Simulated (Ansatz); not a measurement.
Consider the redistribution: `NB(S)S` + `[O]=[V]([OH])([OH])[Cl]` → `SB(S)Cl` + `[NH2][V](=[O])([OH])[OH]`.

Gas-phase electronic energies from Ansatz, PBE0-D4/def2-TZVP geometries. CCSD(T)/CBS adds triple-zeta CCSD(T) − MP2 to the extrapolated MP2 energy (def2 sets, frozen cores). This one scheme is used for every species. Functionals use def2-TZVPP. For V outer-core shells are correlated without core-valence functions, which leaves a few kJ/mol of doubt a bond. Scalar relativity is left out up to krypton. Each species was taken in one conformer, which may not be the lowest.

```
          level  ΔE (kJ/mol)
        LC-ωPBE        110.8
CCSD/def2-TZVPP        105.3
```

Question: What does CCSD(T)/CBS give? (Estimate.)

Answer: Computed: +104.4 kJ/mol. The listed levels differ from it by 6.4, 0.9 kJ/mol.

Largest T1 diagnostic among the species: 0.033, so the coupled-cluster value is less sure than usual.

From BLYP to BHLYP (50 % exact exchange), in def2-TZVPP and without D4, ΔE moves by +7.2 kJ/mol. At CCSD(T), def2-SVP lies +4.6 kJ/mol from the extrapolated value and def2-TZVPP +2.2 kJ/mol. Leaving LDA and LC-ωPBE aside and taking each functional with its dispersion term where it has one, the values, not all of them listed here, spread over 13.5 kJ/mol, from revPBE-D4 to PBE-QIDH. LDA lies +3.2 kJ/mol from PBE without D4.
